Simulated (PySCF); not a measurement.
An unknown shows these calculated signals:

¹H NMR (400 MHz, computed): δ 9.92 (s, 1H), 4.20 (s, 3H), 2.19 (s, 3H).

¹³C{¹H} NMR (computed): δ 201.3 (CH), 119.0 (C), 93.8 (C), 76.2 (C), 31.9 (C), 4.8 (CH3).

- coordinates at the GFN2-xTB level
- shielding tensors at PBE0/pcSseg-1 (GIAO)
- code: PySCF 2.14.0 with density-fitted response routines
- isolated molecule, relativity neglected, one computed conformer, averaged over atoms made equivalent by symmetry, fast rotation or ring inversion

Referencing at the same level of theory: ¹H and ¹³C against TMS.

Question: Which of these does the molecule contain: an amide, a ketone, an aldehyde, a Si–H bond, a tert-butyl group, a C≡C triple bond?

Answer: 
- An amide: no.
- A ketone: no.
- An aldehyde: yes (δC 201.3; δH 9.92 (s)).
- A Si–H bond: yes (δH 4.20 (s)).
- A tert-butyl group: no.
- A C≡C triple bond: yes (δC 93.8, 76.2).

The data belong to SMILES CC#C[C@@]([SiH3])(C#N)C=O, C₆H₇NOSi; they needn't prove each group on their own.

Carbon signals by region: 1 in the far downfield region (above 160 ppm), 1 in the sp2 and nitrile region (100–160 ppm), 2 at 50–100 ppm, 2 below 50 ppm. Above 160 ppm: 201.3, aldehyde carbonyl carbon.

Shifts are as computed. Against solution values, carbons near 30 ppm lie about +3 ppm off and those near 130 ppm about +5 ppm. Of 1309 compounds with measured shifts, 239 miss one by over three times the rms of a fit or turn the order of signals round; such compounds aren't used in these exercises. No couplings were computed; multiplicities are counted from neighbouring protons, with m where these are inequivalent, close in shift, in a saturated or five-membered ring or joined by F or P, and br s for small geminal =CH2 splittings.
